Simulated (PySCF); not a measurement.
C₂H₆GeO₂, SMILES [CH]([Ge@H]([OH])[CH3])=O. Atoms are numbered in the order given.

```xyz
11

C      2.0713    -0.1373    -0.3082
Ge     0.2656     0.0503     0.4291
O     -0.4632     1.6224    -0.0537
C     -1.0810    -1.1804    -0.4509
O     -1.9956    -0.6414    -1.0520
H      2.7254     0.6564     0.1026
H      2.0412    -0.0388    -1.4101
H      2.4991    -1.1231    -0.0387
H      0.2536    -0.1036     1.9789
H     -1.2766     1.3696    -0.5467
H     -1.0120    -2.3124    -0.4156
```

Geometry: PBE-D3(BJ)/def2-SVP. The structure was generated by enumeration; whether it is a known compound was not checked. The values are those of a single conformer.

Level of theory: PySCF with TDA-PBE/def2-SVPD.

Vertical excitations. The molecule is in vacuum.

Computed lowest excited states:
| state | energy (eV) | λ (nm) | f | main pairs |
|---|---|---|---|---|
| S1 | 3.23 | 384 | 0.002 | HOMO→LUMO 100 % |
| S2 | 3.74 | 332 | 0.009 | HOMO−1→LUMO 99 % |
| S3 | 5.16 | 240 | 0.000 | HOMO−2→LUMO 100 % |
| S4 | 5.47 | 226 | 0.005 | HOMO→LUMO+1 83 %, HOMO−3→LUMO 17 % |
| S5 | 5.69 | 218 | 0.032 | HOMO−3→LUMO 74 %, HOMO→LUMO+1 15 % |
| S6 | 5.84 | 212 | 0.019 | HOMO→LUMO+2 94 % |
| S7 | 6.25 | 198 | 0.010 | HOMO→LUMO+4 51 %, HOMO→LUMO+3 44 % |
| S8 | 6.28 | 198 | 0.010 | HOMO−1→LUMO+1 93 % |
| S9 | 6.50 | 191 | 0.112 | HOMO−4→LUMO 32 %, HOMO→LUMO+3 31 %, HOMO→LUMO+4 27 % |
| S10 | 6.52 | 190 | 0.047 | HOMO−4→LUMO 56 %, HOMO−1→LUMO+2 15 %, HOMO→LUMO+3 12 %, HOMO→LUMO+4 12 % |
| T1 | 2.53 | 490 | 0 | HOMO→LUMO 100 % |
| T2 | 3.64 | 340 | 0 | HOMO−1→LUMO 100 % |
| T3 | 5.04 | 246 | 0 | HOMO−2→LUMO 99 % |
| T4 | 5.24 | 236 | 0 | HOMO→LUMO+1 81 %, HOMO−3→LUMO 17 % |
Triplets are in the Tamm–Dancoff approximation.
